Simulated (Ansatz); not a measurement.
`F[SiH2][SiH](Cl)Cl` and `O[SiH](Cl)[SiH2]F` differ in one atom or group.

Ansatz, PBE0-D4/def2-TZVP geometries, multiplicity 1. Each molecule was computed in one conformer, which needn't be the lowest.

| property | `F[SiH2][SiH](Cl)Cl` |
| --- | --- |
| HOMO energy (ωB97M-V/def2-TZVPP) / eV | -10.38 |
| HOMO–LUMO gap (B3LYP/def2-TZVPP) / eV | 6.78 |
| HOMO energy (PBE0/def2-TZVPP) / eV | -8.34 |
| size of the dipole moment (PBE/def2-TZVPP) / D | 0.93 |
| HOMO–LUMO gap (PBE/def2-TZVPP) / eV | 5.05 |
| size of the dipole moment (B3LYP/def2-TZVPP) / D | 1.02 |

(1) Give the same properties after the change, and the shifts. (An estimate is asked.)

## Answers

(1) Computed: 
```csv
property,`O[SiH](Cl)[SiH2]F`,shift
HOMO energy (ωB97M-V/def2-TZVPP) / eV,-10.15,0.23
HOMO–LUMO gap (B3LYP/def2-TZVPP) / eV,6.53,-0.25
HOMO energy (PBE0/def2-TZVPP) / eV,-8.09,0.25
size of the dipole moment (PBE/def2-TZVPP) / D,0.90,-0.03
HOMO–LUMO gap (PBE/def2-TZVPP) / eV,4.80,-0.25
size of the dipole moment (B3LYP/def2-TZVPP) / D,1.00,-0.02
```

The zero-point energy changes by 33.2 kJ/mol with +3 modes. Dipoles are sizes alone; their direction can turn.

B3LYP here is the variant with VWN-RPA as its local correlation; programs differ in this.
